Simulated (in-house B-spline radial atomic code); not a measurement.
A fraction x of an electron is removed from 4d in the technetium ion Tc³⁺, starting from [Kr] 4d4 and keeping the highest spin. Level of theory: scalar-relativistic (X2C) TPSSh, spin-polarised, spherical fractional occupations, Fermi nucleus of rms radius 4.41117 fm; calculated with an all-electron radial atomic-structure program (B-spline basis).

Caution: exact exchange at fractional occupations of open shells leaves self-interaction of up to several eV.

```tsv
x	E(x) - E(0) (eV)	4d up level (eV)
0	0.0000	-36.864
0.11	4.1340	-38.302
0.19	7.2402	-39.356
0.3	11.6496	-40.816
0.42	16.6438	-42.424
0.5	20.0808	-43.503
0.62	25.3990	-45.135
0.67	27.6729	-45.820
0.87	37.1123	-48.581
0.97	42.0400	-49.976
1	43.5456	-50.396
```

The exact functional would give a straight line between the two integer points. Deviations E(x) - E(0) - x[E(1) - E(0)], in eV: -0.656 at x = 0.11, -1.033 at x = 0.19, -1.414 at x = 0.3, -1.645 at x = 0.42, -1.692 at x = 0.5, -1.599 at x = 0.62, -1.503 at x = 0.67, -0.772 at x = 0.87, -0.199 at x = 0.97.

The curve lies below the straight line by up to 1.692 eV (at x = 0.5): convex, the delocalisation error, to which spherically averaged exact exchange adds.

Problem. How well does Slater's transition state (minus the level at half occupation) give the ionisation energy?

Solution. It gives 43.503 eV against 43.546 eV from the two total energies; NIST lists 41.00 eV, ground level to ground level. The end point has an open shell averaged over its orbitals, so its exact exchange keeps a self-interaction and this is no true integer point.
